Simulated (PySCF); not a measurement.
Problem. What does the PBE0-D3(BJ)/def2-SVP structure of W(OH)F5, `[OH][W]([F])([F])([F])([F])[F]` look like in three dimensions? (Singlet state.)

Solution. 
```xyz
8
F5HOW angstrom
W      0.039   -0.009   -0.319
O     -0.080   -0.029    1.500
H     -0.151   -0.029    2.458
F      0.160    0.019   -2.163
F      1.888   -0.001   -0.273
F     -1.801   -0.021   -0.516
F      0.030    1.840   -0.361
F      0.053   -1.857   -0.410
```

Any rigid rotation of these coordinates is as good. Atoms count from 1 in this order. W1 (tungsten bonded to 5 F and O) is octahedral (the three widest angles are 179.7°, 175.9° and 175.3°, the others run from 87.7° to 92.4°). All 5 F–W bonds measure 1.848 to 1.850 Å.

Bonds between heavy atoms (Å): W1–O2 1.823, W1–F4 1.848, W1–F5 1.850, W1–F6 1.850, W1–F7 1.850, W1–F8 1.850.

The calculation used PBE0-D3(BJ)/def2-SVP geometry optimisation, gas phase, def2 core potentials past Kr (PySCF).

Point group: C4v (tolerance 0.08 Å). Not checked by PBE0-D3(BJ)/def2-SVP frequencies.
